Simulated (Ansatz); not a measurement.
Calculated with Ansatz (gas phase, PBE0-D4/def2-TZVP geometries, no zero-point term in ΔE). CBS: MP2 limit from def2 TZ/QZ plus the TZ coupled-cluster correction, frozen cores. Each species was taken in one conformer, which may not be the lowest.

Consider the formal exchange of groups at the Si–C bond: `BOC(O)[SiH3]` + `COBF` → `FBOC[SiH3]` + `BOCO`.

```
       species  CCSD/CBS(def2) energy (Eh)
`BOC(O)[SiH3]`                  -506.45474
        `COBF`                  -240.28810
  `FBOC[SiH3]`                  -530.55579
        `BOCO`                  -216.19251
```

(1) Work out ΔE.

Largest T1 diagnostic among the species: 0.014.

Results:

(1) ΔE = (-530.55579) + (-216.19251) − (-506.45474) − (-240.28810) = -0.00546 Eh = -14.3 kJ/mol. CCSD(T)/CBS gives -13.6 kJ/mol.

In def2-TZVPP, CCSD(T) changes the Hartree–Fock value by +3.6 kJ/mol (the triples alone add +0.8 kJ/mol) and MP2 by +3.8 kJ/mol.
